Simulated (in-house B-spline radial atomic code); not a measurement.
Relativistic effects in Mo⁺, [Kr] 4d5: non-relativistic Hartree-Fock (point nucleus) against Dirac-Hartree-Fock (Fermi nucleus of rms radius 4.4091 fm), both averages of the configuration, computed with a radial B-spline atomic code at the basis-set limit.

```json
{"orbital": "1s1/2", "ε NR (Eh)": "-721.48", "ε Dirac (Eh)": "?", "<r> NR (bohr)": "0.0363", "<r> Dirac (bohr)": "?", "change of <r> (%)": "?"}
{"orbital": "2s1/2", "ε NR (Eh)": "-103.13", "ε Dirac (Eh)": "-107.45", "<r> NR (bohr)": "0.1584", "<r> Dirac (bohr)": "0.1531", "change of <r> (%)": "-3.4"}
{"orbital": "2p1/2", "ε NR (Eh)": "-94.723", "ε Dirac (Eh)": "-98.519", "<r> NR (bohr)": "0.1361", "<r> Dirac (bohr)": "0.1308", "change of <r> (%)": "-3.9"}
{"orbital": "2p3/2", "ε NR (Eh)": "-94.723", "ε Dirac (Eh)": "-94.578", "<r> NR (bohr)": "0.1361", "<r> Dirac (bohr)": "0.1354", "change of <r> (%)": "-0.5"}
{"orbital": "3s1/2", "ε NR (Eh)": "-18.861", "ε Dirac (Eh)": "-19.698", "<r> NR (bohr)": "0.4376", "<r> Dirac (bohr)": "0.426", "change of <r> (%)": "-2.7"}
{"orbital": "3p1/2", "ε NR (Eh)": "-15.564", "ε Dirac (Eh)": "-16.246", "<r> NR (bohr)": "0.4333", "<r> Dirac (bohr)": "0.4214", "change of <r> (%)": "-2.7"}
{"orbital": "3p3/2", "ε NR (Eh)": "-15.564", "ε Dirac (Eh)": "-15.573", "<r> NR (bohr)": "0.4333", "<r> Dirac (bohr)": "0.4314", "change of <r> (%)": "-0.4"}
{"orbital": "3d3/2", "ε NR (Eh)": "-9.5623", "ε Dirac (Eh)": "-9.5062", "<r> NR (bohr)": "0.4133", "<r> Dirac (bohr)": "0.412", "change of <r> (%)": "-0.3"}
{"orbital": "3d5/2", "ε NR (Eh)": "-9.5623", "ε Dirac (Eh)": "-9.3802", "<r> NR (bohr)": "0.4133", "<r> Dirac (bohr)": "0.4154", "change of <r> (%)": "+0.5"}
{"orbital": "4s1/2", "ε NR (Eh)": "-3.036", "ε Dirac (Eh)": "?", "<r> NR (bohr)": "1.145", "<r> Dirac (bohr)": "?", "change of <r> (%)": "?"}
{"orbital": "4p1/2", "ε NR (Eh)": "-1.9998", "ε Dirac (Eh)": "-2.0979", "<r> NR (bohr)": "1.258", "<r> Dirac (bohr)": "1.227", "change of <r> (%)": "-2.5"}
{"orbital": "4p3/2", "ε NR (Eh)": "-1.9998", "ε Dirac (Eh)": "-2.0011", "<r> NR (bohr)": "1.258", "<r> Dirac (bohr)": "1.256", "change of <r> (%)": "-0.2"}
{"orbital": "4d3/2", "ε NR (Eh)": "-0.55967", "ε Dirac (Eh)": "-0.55425", "<r> NR (bohr)": "1.844", "<r> Dirac (bohr)": "1.854", "change of <r> (%)": "+0.5"}
{"orbital": "4d5/2", "ε NR (Eh)": "-0.55967", "ε Dirac (Eh)": "-0.54664", "<r> NR (bohr)": "1.844", "<r> Dirac (bohr)": "1.875", "change of <r> (%)": "+1.7"}
```

Task: What happens to 1s1/2?

Result: Its energy goes to -739.7 hartree and <r> to 0.03516 bohr (-3.14 %).

Task: What happens to 4s1/2?

Result: Its energy goes to -3.1765 hartree and <r> to 1.118 bohr (-2.36 %).

Task: What explains the pattern of contraction and expansion?

Result: Expansion is seen in 3d5/2, 4d3/2, 4d5/2. The s and p1/2 orbitals contract directly, screen the nucleus better, and so push out orbitals that have little density near the nucleus; spin-orbit coupling adds to this for j = l + 1/2 and opposes it for j = l - 1/2.

Task: By how much does the total energy change?

Result: By -71.763 hartree, from -3975.173 to -4046.935.
